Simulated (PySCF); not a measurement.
Mapped SMILES: `[NH2:1][C:2](=[O:3])[C@H:4]1[CH2:5][CH2:6][O:7][BH:8][O:9]1` (H(Xn): hydrogen on atom n). Ha(C5), Ha(C6) are cis to C2 on the ring; Ha(N1) is cis to the C=O or C=S heteroatom; Hb(C5), Hb(C6) are trans to C2 on the ring; Hb(N1) is trans to the C=O or C=S heteroatom.

Relativity neglected, a single conformation, in vacuum. PBE0-D3(BJ)/def2-SVP geometry; GIAO PBE/pcSseg-1 shieldings; PySCF 2.14.

Referencing at the same level of theory: $^{13}$C (σref 180.03), $^{1}$H (σref 31.20) vs TMS; $^{15}$N (σref 265.06) vs NH3; $^{17}$O (σref 334.63) vs H2O; $^{11}$B (σref 94.77) vs BF3·OEt2.

| atoms | nucleus | count | δ (ppm) |
| --- | --- | --- | --- |
| Ha(C6) | $^{1}$H | 1 | 4.16 |
| C6 | $^{13}$C | 1 | ? |
| C4 | $^{13}$C | 1 | 73.9 |
| O9 | $^{17}$O | 1 | 158.9 |
| Hb(C5) | $^{1}$H | 1 | 2.46 |
| C5 | $^{13}$C | 1 | ? |
| Hb(C6) | $^{1}$H | 1 | 4.17 |
| O7 | $^{17}$O | 1 | 150.8 |
| Ha(C5) | $^{1}$H | 1 | 1.59 |
| Hb(N1) | $^{1}$H | 1 | 6.43 |
| N1 | $^{15}$N | 1 | 115.9 |
| B8 | $^{11}$B | 1 | ? |
| H(B8) | $^{1}$H | 1 | ? |
| Ha(N1) | $^{1}$H | 1 | 4.25 |
| O3 | $^{17}$O | 1 | ? |
| H(C4) | $^{1}$H | 1 | 4.17 |
| C2 | $^{13}$C | 1 | 166.6 |

**Question.** Fill in the missing shifts.

**Answer.** 
- C6: 66.2 ppm, sp3 CH2 bonded to O; the inductive effect lowers its shielding
- C5: 33.4 ppm, sp3 CH2 in a ring; aliphatic region, no heteroatom directly attached
- H(B8): 4.26 ppm, hydrogen on a boron bonded to 2 O, in a 6-membered ring
- O3: 386.0 ppm, amide-type carbonyl oxygen
- B8: 21.6 ppm, boron bonded to 2 O, H, in a 6-membered ring

The OH or NH signal is concentration- and solvent-dependent in practice; the value given is the gas-phase one. Hydrogens on boron are broadened and split by $^{11}$B (spin 3/2, 80 %) and 10B (spin 3). The two substituents on the amide-type nitrogen aren't averaged: C–N rotation is slow on the NMR time scale. Shifts are as computed. Against solution values, carbons near 30 ppm lie about +2 ppm off and those near 130 ppm about +2 ppm. Of 1313 compounds with measured shifts, 239 miss one by over three times the rms of a fit or turn the order of signals round; such compounds aren't used in these exercises. Hydrogen bonding in solution shields acid and N–H amide carbonyl oxygens by tens of ppm. Hydrogen bonding in solution deshields acid and N–H amide carbonyl carbons by as much as 10 ppm beyond these values. Unscaled 17O shifts of doubly bonded oxygen tend to come out too high, by tens of ppm or more. Experimental scales use liquid or dissolved standards, which lie at an offset from isolated NH3 (liquid NH3: subtract about 20 ppm) and H2O (liquid H2O: subtract about 36 ppm).
